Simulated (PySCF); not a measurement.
Isomers of C8H10O, one GFN2-xTB conformer each. Single-point energies are computed at PBE0/pcSseg-1 (PySCF, gas phase, no added dispersion term), electronic only.

| SMILES | GFN2-xTB relative energy (kJ/mol) |
| --- | --- |
| CCc1ccccc1O | 0.0 |
| C=CCC1=COC=CC1 | 157.6 |

Conformers: `[CH3:1][CH2:2][c:3]1[cH:4][cH:5][cH:6][cH:7][c:8]1[OH:9]` with C1–C2–C3–C4 -95°, C7–C8–O9–H -1°; `[CH2:1]=[CH:2][CH2:3][C:4]1=[CH:5][O:6][CH:7]=[CH:8][CH2:9]1` with C1–C2–C3–C4 119°, C2–C3–C4–C5 109°.

**Question.** What does PBE0/pcSseg-1 give for the same structures?

**Answer.** 
| SMILES | PBE0/pcSseg-1 E (Eh) | PBE0/pcSseg-1 (kJ/mol) | GFN2-xTB (kJ/mol) | point group |
| --- | --- | --- | --- | --- |
| CCc1ccccc1O | -385.60017 | 0.0 | 0.0 | C1 |
| C=CCC1=COC=CC1 | -385.52478 | 197.9 | 157.6 | C1 |

Both levels put the same isomer lowest. As drawn, the lower has an aromatic ring and an O–H bond, which the higher lacks; the higher has a C=C bond outside aromatic rings, which the lower lacks.

**Question.** Which frontier levels, dipoles and rotational constants go with these structures?

**Answer.** 
```csv
SMILES,"HOMO (eV, PBE0/pcSseg-1)",LUMO (eV),dipole (D),"A, B, C (MHz)"
CCc1ccccc1O,-6.43,-0.10,1.13,"2664, 1463, 1025"
C=CCC1=COC=CC1,-6.05,-0.09,0.86,"3922, 988.1, 849.1"
```
